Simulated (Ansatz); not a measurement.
Potential energy curve for SeBe, lowest triplet found (which spin is the ground state isn't settled by this scan).

Level of theory: full CI/cc-pVDZ, cores with 3d frozen run with Ansatz (a program for electronic structure).

Q: Relative to R = 2.04 Å, what are the energies at R = 2.16, 2.35, 2.57, 3.46 Å?

A: 1.3 mEh at 2.16 Å, 11.6 mEh at 2.35 Å, 28.1 mEh at 2.57 Å, 62.8 mEh at 3.46 Å.
